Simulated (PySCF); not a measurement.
## Vertical excitation energies

Species: C₆H₆N₂S.
Z-matrix (Å and degrees, GFN2-xTB geometry), rows numbered from 1:
```
C 
C   1  1.4858
S   2  1.6285  1  122.39
C   2  1.4623  1  116.96  3   179.96
N   4  1.3295  2  118.25  1  -179.91
C   5  1.3167  4  117.54  2  -180.00
C   6  1.3901  5  122.15  4     0.02
C   7  1.3888  6  115.90  5    -0.08
N   8  1.3186  7  122.24  6     0.06
H   1  1.0864  2  110.58  3    -0.06
H   1  1.0899  2  109.73  3   121.54
H   1  1.0898  2  109.70  3  -121.60
H   6  1.0825  5  115.82  4  -179.96
H   7  1.0770  6  122.07  5   179.92
H   8  1.0831  7  121.98  6  -179.87
```

Theory: TDDFT PBE0/def2-SVPD, vertical, gas phase, core orbitals frozen in the response in PySCF.

Question: What does the calculation give for the low-lying excited states?

Answer: 

```tsv
state	E (eV)	E (hartree)	f	|μ| (D)	symmetry	main configurations (H = HOMO, L = LUMO)
S1	1.70	0.0623	0.0000	0.08	–	H→L (99%)
S2	3.31	0.1215	0.0000	0.03	–	H-1→L (98%)
S3	3.62	0.1330	0.0003	0.15	–	H→L+1 (93%)
S4	4.48	0.1646	0.0035	0.45	A″	H-1→L+1 (91%)
S5	4.54	0.1669	0.378	4.69	A′	H-2→L (96%)
S6	4.81	0.1766	0.0001	0.07	–	H-3→L (80%), H→L+2 (18%)
```

Triplets, Tamm–Dancoff:

| state | E (eV) | λ (nm) | main configurations (H = HOMO, L = LUMO) |
| --- | --- | --- | --- |
| T1 | 1.23 | 1005 | H→L (97%) |
| T2 | 2.56 | 484.0 | H-2→L (92%) |

The lowest singlet lies at 1.70 eV (731 nm, visible) and is dark (f under 0.0005); its leading configuration is HOMO→LUMO (99%). The strongest level in the table is S5 at 4.54 eV (273 nm, f = 0.378). Löwdin shares by element: HOMO sulfur 72%, carbon 14% or more, nitrogen 5% or more; LUMO carbon 41% or more, sulfur 32% (atoms not listed hold the other 26%). Weighted by f, the mean energy of these states is 4.54 eV. The oscillator strengths of these states sum to 0.382; summed over the whole spectrum of an exact calculation they would give the number of electrons, 72 (Thomas–Reiche–Kuhn). Orbital energies (eV): HOMO-3 -9.18, HOMO-2 -7.84, HOMO-1 -7.68, HOMO -6.19, LUMO -2.93, LUMO+1 -1.53, LUMO+2 -0.13. S1 lies in the visible range (380 to 750 nm), at 731 nm, dark in the vertical dipole picture (f under 0.0005); light of that wavelength is red, and its complementary colour is blue-green; a Tamm–Dancoff triplet lies at 484 nm, without intensity as long as spin–orbit coupling is left out. Symmetry labels in Cs follow from the direction of the transition dipole and are given only for states with f of 0.002 or more. Only the lowest 6 singlets were computed, as vertical energies without vibronic structure.

One conformer stands for the species.
